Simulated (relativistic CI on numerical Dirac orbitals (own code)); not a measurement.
# Line list: Electric-dipole lines, Cr6+

Computed by Dirac-Coulomb-Breit CI, orbitals from a KLI potential per configuration, model QED (radiative potential, 1s self-energy scaled to tabulated hydrogen-like ionisation energies), valence Slater integrals scaled by 0.9, P86 correlation estimate, and configurations built on the next ion tied to the tabulated ionisation energy (semi-empirical) (own radial code, finite nucleus).

Configuration list (outside the closed core [Ne]): 3s²3p⁶, 3s²3p⁵3d, 3s²3p⁵4s, 3s²3p⁵4p, 3s²3p⁵4d, 3s²3p⁵5s, 3s²3p⁵4f, 3s²3p⁴3d², 3s3p⁶3d, 3p⁶3d², 3s3p⁵3d², 3s²3p⁵5p, 3s3p⁶4s, 3s²3p⁵5d, 3s3p⁶4p, 3s²3p⁴3d4s, 3s²3p⁵5f, 3s²3p⁵5g, 3s3p⁶4d, 3s²3p⁴3d4p, 3s3p⁶4f, 3s3p⁶5s, 3s3p⁶5p, 3s3p⁶5d. Levels of other configurations are missing.

```
λ vac (nm)                Lower                Upper   A (s⁻¹)  E lower (eV)  E upper (eV)
    13.599    3s²3p⁵3d ³P°1 [3]   3s²3p⁵5f ³D2 [261]  3.79e+10        41.601       132.776
    13.630    3s²3p⁵3d ³P°2 [4]   3s²3p⁵5f ³D3 [265]  4.18e+10        42.013       132.978
    13.882    3s²3p⁵3d ³F°4 [5]   3s²3p⁵5f ³G5 [263]  8.49e+10        43.599       132.914
    13.916    3s²3p⁵3d ³F°3 [6]   3s²3p⁵5f ³G4 [267]  6.49e+10        43.920       133.015
    14.193   3s²3p⁵3d ³D°2 [11]   3s²3p⁵5f ¹F3 [299]  5.56e+10        46.956       134.312
    14.284    3s²3p⁵3d ³D°3 [8]   3s²3p⁵5f ³F4 [273]  6.71e+10        46.442       133.244
    16.302    3s²3p⁵3d ³P°1 [3]   3s²3p⁵4f ³D2 [156]  5.82e+10        41.601       117.657
    16.306    3s²3p⁵3d ³P°0 [2]   3s²3p⁵4f ³D1 [154]  5.02e+10        41.404       117.441
    16.348    3s²3p⁵3d ³P°1 [3]   3s²3p⁵4f ³D1 [154]  4.17e+10        41.601       117.441
    16.350    3s²3p⁵3d ³P°2 [4]   3s²3p⁵4f ³D3 [157]  8.09e+10        42.013       117.843
    16.391    3s²3p⁵3d ³P°2 [4]   3s²3p⁵4f ³D2 [156]  2.33e+10        42.013       117.657
    16.516    3s²3p⁵3d ³F°2 [7]   3s²3p⁵4f ³G3 [167]  3.51e+10        44.281       119.352
    16.694    3s²3p⁵3d ³F°4 [5]   3s²3p⁵4f ³G5 [158]  1.36e+11        43.599       117.866
    16.733    3s²3p⁵3d ³F°3 [6]   3s²3p⁵4f ³G4 [160]  1.08e+11        43.920       118.017
    16.753    3s²3p⁵3d ³F°2 [7]   3s²3p⁵4f ³G3 [162]  8.52e+10        44.281       118.290
    17.027    3s²3p⁵3d ¹D°2 [9]   3s²3p⁵4f ³G3 [167]  7.73e+10        46.534       119.352
    17.114   3s²3p⁵3d ³D°2 [11]   3s²3p⁵4f ¹F3 [169]  1.01e+11        46.956       119.402
    17.123   3s²3p⁵3d ³D°1 [10]   3s²3p⁵4f ³F2 [166]  9.96e+10        46.837       119.247
    17.164   3s²3p⁵3d ¹F°3 [12]   3s²3p⁵4f ³F4 [170]  1.10e+11        47.253       119.486
    17.214    3s²3p⁵3d ³D°3 [8]   3s²3p⁵4f ³F4 [163]  1.17e+11        46.442       118.468
    17.592    3s²3p⁵3d ¹D°2 [9]   3s²3p⁵4f ¹D2 [153]  5.18e+10        46.534       117.013
    20.101       3s²3p⁶ ¹S0 [1]   3s²3p⁵3d ¹P°1 [13]  1.96e+11         0.000        61.682
    25.180    3s²3p⁵3d ³F°4 [5]    3s²3p⁵4p ³D3 [48]  1.47e+10        43.599        92.838
    79.024   3s²3p⁵4f ³G5 [158]  3s²3p⁵5g ³H°6 [281]  1.03e+10       117.866       133.556
    79.788   3s²3p⁵4f ³G4 [160]  3s²3p⁵5g ¹H°5 [282]  8.56e+09       118.017       133.556
    81.401   3s²3p⁵4f ³F4 [163]  3s²3p⁵5g ³G°5 [288]  7.76e+09       118.468       133.699
    86.005    3s²3p⁵4p ³D2 [49]  3s²3p⁵4d ³F°3 [123]  4.24e+09        92.841       107.257
    86.494    3s²3p⁵4p ³D3 [48]  3s²3p⁵4d ³F°4 [122]  4.77e+09        92.838       107.172
    115.93  3s²3p⁵4d ³F°4 [122]   3s²3p⁵4f ³G5 [158]  2.72e+09       107.172       117.866
    127.91   3s²3p⁵4s ³P°2 [18]    3s²3p⁵4p ³D3 [48]  9.62e+08        83.144        92.838
```

Terms are leading LS components. Brackets give the number of a level in order of energy, since labels repeat. The list gives strong lines, with weight on those to low levels, without configurations that were not tied to measured data, without lines whose two gauges differ by over a factor of 2.5, among the lowest 300 of 553 levels, so that lines to higher ones, which can be the strongest, are missing. Levels whose partners in the same complex of configurations lie outside the list can be far off, and so can their lines. Rates are taken at the computed energies, electric ones in the length gauge.

Configurations that consist of the next ion and one excited electron were tied to the tabulated ionisation energy; Rydberg ones are usually within 1,000 to 3,000 cm⁻¹ and the lowest ones within about 6,000 (9,000 in d shells), while levels on excited terms of the next ion carry the error of that term, and the other configurations can be misplaced by 10,000 cm⁻¹ or more. Rates follow the energies as ν³ (E1, M1) or ν⁵ (E2), so rates, branching and lifetimes can be off by large factors. 46 of the 57 excited levels that our extract of the measured tables holds in this range could be paired (the sources list more); they are missed by 7958 cm⁻¹ on average and 36728 at most, and levels without a partner can miss by more.
